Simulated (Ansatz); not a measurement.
Species: GaHF2, charge 0, singlet. GaHF2 (SMILES [GaH]([F])[F]).
B3LYP-D3(BJ)/def2-TZVP minimum from Ansatz (a first-principles code):
```
Ga
F 1 1.7505
F 1 1.7505 2 111.89
H 1 1.5364 2 124.06 3 -180.00
```
Charge 0, spin multiplicity 1.

Total energies in cc-pVDZ, 18 correlated electrons, 16 frozen orbitals. Radicals and triplets start from unrestricted determinants; spin-orbit coupling is neglected. Correlated methods leave the cores frozen (noble-gas shells, and filled d and f shells in the p block). No relativity.

```csv
method,program,energy (Eh),minus CCSDT(Q) (mEh)
HF,Ansatz,-2122.76105,462.87
MP2,Ansatz,-2123.20669,17.23
CCSD,Ansatz,-2123.21502,8.90
CCSD(T),Ansatz,-2123.22227,1.65
CCSDT(Q),Ansatz,-2123.22392,0.00
```

Rough core times of Ansatz's runs on a shared machine: CCSD(T) under 20 s, CCSDT(Q) 50 s.
